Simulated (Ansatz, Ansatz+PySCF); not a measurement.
```yaml
atoms:
  - { symbol: C, position_ang: [0.0000, 0.0000, -1.4000] }
  - { symbol: C, position_ang: [0.0000, 0.0000, 0.0000] }
  - { symbol: N, position_ang: [0.0000, 0.0000, 1.1850] }
```

Basis set: def2-SVP (spherical functions). Correlated methods keep 3 orbitals frozen. Correlation on ROHF uses semicanonical orbitals with singles. Charge 0, multiplicity 2.

Computed with Ansatz (development build ahead of 0.2.0); each method stands on the lowest determinant of its kind that the runs found.

The atomization energy at this shape (free ground-state atoms in the same class of orbitals less the molecule, no zero-point energy) of doublet C₂N:

| method | atomization energy |
| --- | --- |
| ROHF-CCSD(T) | 1158.2 kJ/mol |
| UHF-CCSD(T) | 1154.9 kJ/mol |
| UHF-MP2 | 1118.7 kJ/mol |
| ROHF | 726.2 kJ/mol |
| UHF | 742.1 kJ/mol |

**Question.** What does ROHF-MP2 give?

**Answer.** 1200.7 kJ/mol. Caution for UHF-CCSD(T), UHF-MP2, UHF: the unrestricted determinant is spin contaminated.
